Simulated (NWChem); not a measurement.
# Polarisability of formamidinium (CH5N2 (+1))

SMILES: NC=[NH2+]
```xyz
8

N     -1.1642     0.0000    -0.1738
C      0.0000     0.0000     0.4216
N      1.1642     0.0000    -0.1738
H     -1.2725     0.0000    -1.1855
H     -2.0167     0.0000     0.3788
H      0.0000     0.0000     1.5175
H      1.2725     0.0000    -1.1855
H      2.0167     0.0000     0.3788
```
Charge +1, spin multiplicity 1.

The numbers come from NWChem runs, not from measurements. All single points use one geometry, from PBE0/def2-SVP, a minimum by its harmonic frequencies. It is one conformer; others weren't searched.

Basis set: 6-31G*. The field's frequency is 0.0773 Ha (589 nm). This basis has no diffuse functions, which lowers polarisabilities.

The correlated methods keep 3 core orbitals frozen. B3LYP has NWChem's definition, with VWN1-RPA local correlation. The Pople sets run with spherical d functions. Coupled-cluster values serve here as a point of comparison, not as the truth.

Problem. One of these methods gave an isotropic polarisability of 22.26 bohr³. Which?
A) HF
B) CCSD linear response
C) B3LYP
D) LDA (SVWN5)

Solution. D, LDA (SVWN5). The others give 20.99 (HF), 22.00 (B3LYP), 22.57 (CCSD linear response).
